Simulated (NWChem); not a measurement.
Species: InI2 cation; SMILES [I][In+][I]

```xyz
3

In     0.0000     0.0000     0.0000
I      0.0000    -2.5661     0.0000
I      0.0000     2.5661     0.0000
```
Atoms are numbered in this order, from 1.

Level: PBE0/def2-SVP with def2 effective core potentials on In, I (NWChem), optimised geometry, unscaled harmonic frequencies. def2 effective core potentials on In, I; no spin-orbit coupling.

```
frequency (cm⁻¹)  IR intensity (km/mol)
----------------  ---------------------
52                                  2.8
52                                  2.8
162                                 0.0
300                                31.8
```

| Quantity | Result |
|---|---|
| zero-point energy | 0.8 kcal/mol |
| thermal correction to the enthalpy at 298.15 K (with zero-point energy) | 4.6 kcal/mol |
| heat capacity Cv | 12.5 cal/(mol K) |
| entropy at 298.15 K and 1 atm (symmetry number 2) | 77.4 cal/(mol K) |

Rigid rotor and harmonic oscillator; modes under 100 cm⁻¹ make the entropy uncertain.
